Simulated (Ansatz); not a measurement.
Isolated molecules relaxed with PBE0-D4/def2-TZVP in Ansatz; ΔE leaves out vibrations. CCSD(T)/CBS adds triple-zeta CCSD(T) − MP2 to the extrapolated MP2 energy (def2 sets, frozen cores). This one scheme is used for every species, atoms too. DFT in def2-TZVPP. No spin–orbit coupling; open shells (•) take unrestricted orbitals. Spin–orbit coupling would lower the free atoms: a little for O, Si.

Reaction (atomization): `N1[SiH2]OP1` → 4 H• + N• + O• + P• + Si•

`N1[SiH2]OP1`:

Cartesian coordinates in Å:
```
N 0.177 -0.972 0.304
Si -0.405 0.201 -0.832
O 0.377 1.365 0.078
P 0.986 0.273 1.196
H 0.643 -1.845 0.123
H -1.873 0.414 -0.862
H 0.096 0.059 -2.222
H -0.002 0.505 2.214
```

```
  level  ΔE (kJ/mol)
 PBE-D4       2756.5
LC-ωPBE       2693.6
```

Q: What does CCSD(T)/CBS give? (An estimate is asked.)

A: Computed: +2723.0 kJ/mol. The listed levels differ from it by 33.5, -29.4 kJ/mol.

Largest T1 diagnostic among the species: 0.013.

In def2-TZVPP, CCSD(T) changes the Hartree–Fock value by +814.2 kJ/mol (the triples alone add +49.5 kJ/mol) and MP2 by +861.9 kJ/mol; breaking electron pairs costs correlation energy, which Hartree–Fock lacks. At CCSD(T), def2-SVP lies −321.3 kJ/mol from the extrapolated value and def2-TZVPP −110.7 kJ/mol: correlation converges slowly with the basis, and small sets miss more of it in the bonded molecule than in its fragments. From r2SCAN to r2SCAN0 (25 % exact exchange), in def2-TZVPP and without D4, ΔE moves by −58.1 kJ/mol: exact exchange takes away binding that semilocal exchange gives to molecules.

For atomizations the MP2-based limit and the directly extrapolated one differ by several kJ/mol either way, and by 10 to 25 for some Ge, Se and Sn compounds, so smaller differences from it don't rank the levels.
